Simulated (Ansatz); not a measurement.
A run on `[SiH3][NH][SbH2]` with other settings.

```yaml
crystal:
  periodic: [false, false, false]
  atoms:
    - {symbol: Si, position_ang: [-0.535803, 0.681937, -0.852027]}
    - {symbol: N, position_ang: [0.916018, 0.006607, -0.224718]}
    - {symbol: Sb, position_ang: [1.070137, -1.185471, 1.408322]}
    - {symbol: H, position_ang: [-1.484287, -0.334159, -1.395415]}
    - {symbol: H, position_ang: [-0.193646, 1.629002, -1.948597]}
    - {symbol: H, position_ang: [-1.241335, 1.399312, 0.242653]}
    - {symbol: H, position_ang: [1.705684, -0.079521, -0.845400]}
    - {symbol: H, position_ang: [-0.388037, -2.060453, 1.153322]}
    - {symbol: H, position_ang: [0.239669, -0.103553, 2.444759]}
basis:
  gaussian: {orbitals: def2-mTZVPP, fitting: {mean_field: cc-pVTZ-jkfit}}
magnetization: {spin_polarized: true, initial_magnetization: 0}
hamiltonian: {xc: {name: wPBEh}}
output: {forces: true}
```

```sh
$ ansatz run in.yaml --threads 2 --pin off --events-out ev --progress --plain --max-ram 4352MiB
```

Shortened log:

```
Functional definition: wPBEh
Error: <dir> the basis set cc-pVTZ-JKFIT has no functions for Sb
```
